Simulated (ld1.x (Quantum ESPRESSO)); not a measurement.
Reading a pseudo-wave (Li (Z = 3))

Columns: radius, all-electron u(r) and pseudo u(r) of the 2s shell (level -3.35 eV) of lithium in the configuration [He] 2s0 2p1; PBE, non-relativistic, TM scheme, ld1.x (Quantum ESPRESSO) 7.5.

| r (bohr) | all-electron | pseudo |
| --- | --- | --- |
| 0.225 | 0.1859 | -0.0292 |
| 0.450 | 0.1656 | -0.0610 |
| 0.675 | 0.0744 | -0.0982 |
| 0.900 | -0.0349 | -0.1431 |
| 1.125 | -0.1406 | -0.1968 |
| 1.350 | -0.2340 | -0.2572 |
| 1.575 | -0.3119 | -0.3188 |
| 1.800 | -0.3739 | -0.3749 |
| 2.025 | -0.4217 | -0.4217 |
| 2.250 | -0.4586 | -0.4586 |
| 2.475 | -0.4857 | -0.4857 |
| 2.700 | -0.5033 | -0.5033 |
| 2.925 | -0.5127 | -0.5127 |
| 3.150 | -0.5150 | -0.5150 |
| 3.375 | -0.5112 | -0.5112 |
| 3.600 | -0.5025 | -0.5025 |
| 3.825 | -0.4898 | -0.4898 |
| 4.050 | -0.4739 | -0.4739 |
| 4.275 | -0.4555 | -0.4555 |
| 4.500 | -0.4353 | -0.4353 |
| 4.725 | -0.4138 | -0.4138 |
| 4.950 | -0.3915 | -0.3915 |
| 5.175 | -0.3689 | -0.3689 |
| 5.400 | -0.3461 | -0.3461 |
| 5.625 | -0.3236 | -0.3236 |
| 5.850 | -0.3016 | -0.3016 |

Q: How many radial nodes do the two functions have?

A: The all-electron 2s function has n − l − 1 = 1; the pseudo-wave has 0, since the states of the same l below it are removed with the core.

Q: At about which radius was the pseudo-wave matched?

A: 2.15 bohr, where the columns begin to agree (steps of 0.23 bohr).

Q: Where does each function peak?

A: Outermost all-electron maximum near 3.15 bohr, pseudo maximum near 3.15 bohr (to the table’s step).

Q: Is the pseudo-wave norm-conserving?

A: Yes: the TM scheme keeps the norm inside the radius equal to the all-electron one, which fixes the energy derivative of the logarithmic derivative at the level.
